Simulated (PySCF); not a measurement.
C₂H₂F, SMILES C=[C]F (connectivity only; charge and spin as stated), charge +1, multiplicity 1.

Geometry optimised at PBE-D3(BJ)/def2-TZVP. The multiplicity is an assumed one; other spin states were not compared. The isomer is the one that the SMILES or the coordinates give; other isomers of the formula were not compared.

Calculation: PySCF with TDDFT-PBE/def2-SVPD.

Vertical excitations.  State labels are in the subgroup C2v.

| state | symmetry | energy (eV) | λ (nm) | f | main pairs |
|---|---|---|---|---|---|
| S1 | A2 | 3.56 | 348 | 0.000 | HOMO→LUMO 100 % |
| S2 | A1 | 7.55 | 164 | 0.001 | HOMO−1→LUMO 59 %, HOMO→LUMO+1 41 % |
| S3 | B1 | 8.36 | 148 | 0.035 | HOMO→LUMO+2 99 % |
| S4 | B2 | 9.69 | 128 | 0.050 | HOMO−2→LUMO 97 % |
| S5 | A2 | 9.96 | 124 | 0.000 | HOMO−3→LUMO 100 % |
| S6 | A1 | 10.66 | 116 | 0.827 | HOMO→LUMO+1 54 %, HOMO−1→LUMO 39 % |
| S7 | A2 | 10.86 | 114 | 0.000 | HOMO−1→LUMO+1 99 % |
| S8 | B1 | 10.90 | 114 | 0.002 | HOMO→LUMO+3 98 % |
| S9 | A1 | 11.47 | 108 | 0.013 | HOMO−4→LUMO 85 % |
| S10 | B2 | 11.90 | 104 | 0.029 | HOMO−1→LUMO+2 99 % |
| T1 | A2 | 2.94 | 422 | 0 | HOMO→LUMO 100 % |
| T2 | A1 | 5.63 | 220 | 0 | HOMO→LUMO+1 98 % |
| T3 | A1 | 6.58 | 189 | 0 | HOMO−1→LUMO 98 % |
| T4 | B1 | 7.53 | 165 | 0 | HOMO→LUMO+2 99 % |
Triplets are in the Tamm–Dancoff approximation, which puts them higher than full response would, so one can lie above its singlet here.
